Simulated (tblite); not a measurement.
CHO$_{2}$, charge +1, singlet, at a GFN2-xTB geometry; tblite with GFN1-xTB.

tblite was given this input:
```
$ tblite run mol.xyz --method gfn1 --charge 1 --spin 0 --efield 0,0,0.1 --json tblite.json --no-restart

# file mol.xyz
4

O      1.21306943    -0.14410509    -0.06170642
C      0.10887143    -0.00061822    -0.02177577
O     -1.06740096     0.07785148     0.11883730
H     -1.81857638     0.53373819    -0.32639241
```

What the program printed (banner, timings and long lists left out):

```
xTB calculator
 | screened Coulomb repulsion
 | Coulomb electrostatics
 |  * isotropic Klopman-Ohno-Mataga-Nishimoto electrostatics
 |  * onsite third-order electrostatics
 | DFT-D3(BJ) dispersion correction
 | Interactions (1)
 | [1] electric field

halogen bonding energy    0.0000000000000E+00 Eh
repulsion energy          1.4276343964347E-01 Eh
dispersion energy        -5.0433696194952E-04 Eh
interaction energy        0.0000000000000E+00 Eh
number of electrons       1.6000000000000E+01 e
integral cutoff           1.9731147476801E+01 bohr

------------------------------------------------------------
  cycle        total energy    energy error   density error
------------------------------------------------------------
      1     -11.02078124735  -1.1163040E+01   5.2012107E-01
      2     -11.44312305965  -4.2234181E-01   2.5346010E-01
      3     -11.47560989059  -3.2486831E-02   1.3162696E-01
      4     -11.47764611547  -2.0362249E-03   5.7493354E-02
      5     -11.48243294078  -4.7868253E-03   5.7483754E-03
      6     -11.48244560700  -1.2666218E-05   1.0918347E-03
      7     -11.48244844079  -2.8337961E-06   7.5400151E-05
      8     -11.48244840061   4.0187752E-08   1.3484792E-04
      9     -11.48244844452  -4.3912710E-08   5.6983532E-06
------------------------------------------------------------

electronic energy        -1.1624707547201E+01 Eh
total energy             -1.1482448444520E+01 Eh

Post processing:
 | Mayer-Wiberg bond orders

[Info] JSON dump of results written to 'tblite.json'
```
